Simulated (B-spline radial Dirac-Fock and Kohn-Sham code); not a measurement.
In the model described below, an N5 (4d5/2) vacancy in W³⁺ in the configuration [Xe] 4f14 5d3, inside a Watson sphere of charge -3 and radius 2.2 Å (a model of the Madelung potential; inside it an electron's potential energy is raised by 19.6 eV), lives for 0.096 fs, which corresponds to a natural width of 6.87 eV. Out of 1000 such holes, about 0.17 decay by emitting a photon, 981 by a Coster-Kronig transition that moves the hole within the N shell, and the rest by ordinary Auger emission. The strongest X-ray line is N5-N7 at 216.7 eV, with 88 % of the radiative rate. The strongest electron group is N5-N6N7 near 138 eV, with 38 % of the non-radiative rate. The Coster-Kronig yields by final subshell (the deeper hole where both stay in the shell) are N6 0.432, N7 0.548. Independent-particle models tend to overestimate Coster-Kronig rates.

Input file task.json (cfg lists n, l and occupation; rrms is the nuclear radius in fm):

```json
{"items": [{
  "Z": 74,
  "q": 3,
  "cfg": [[1, 0, 2], [2, 0, 2], [2, 1, 6], [3, 0, 2], [3, 1, 6], [3, 2, 10], [4, 0, 2], [4, 1, 6], [4, 2, 10], [4, 3, 14], [5, 0, 2], [5, 1, 6], [5, 2, 3]],
  "A": 184,
  "rrms": 5.3658,
  "watson": [-3, 2.2],
  "do": ["binding", "quiet", "decay"],
  "holes": ["K", "L1", "L2", "L3", "M1", "M2", "M3", "M4", "M5", "N1", "N2", "N3", "N4", "N5", "N6", "N7"]
}]}
```

Command: `python xray_run.py task.json out`

Model: one-electron (LDA, Dirac) transition rates at Dirac-Fock energies. Program: a radial finite-basis atomic code.

Values without a named source are computed, but for edge energies of neutral atoms, which are taken from tables.
